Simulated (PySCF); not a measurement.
Ligand exchange on a metal centre used in film growth or etching (Y F-OH). Gas-phase values, no solvent. One relaxed conformer stands for each flexible species; it need not be the lowest.

The numbers are results of B3LYP-D3(BJ)/def2-TZVP // TPSS-D3(BJ)/def2-SVP (PySCF 2.14.0), not measurements. All candidates: neutral, multiplicity 1. B3LYP has the VWN-RPA correlation part, as in Gaussian. 

The LUMO is -2.41 eV, the HOMO–LUMO gap comes out as 6.10 eV and the HOMO is -8.50 eV.

Question: Say which member has these values.
A. [Y(OH)3]
B. [Y(F)(OH)2]
C. [Y(F)2(OH)]
D. [Y(F)3]

Answer: C, [Y(F)2(OH)]. The others give [Y(F)3]: -2.81 eV, 7.43 eV, -10.24 eV; [Y(F)(OH)2]: -2.04 eV, 6.07 eV, -8.11 eV; [Y(OH)3]: -1.69 eV, 5.90 eV, -7.59 eV
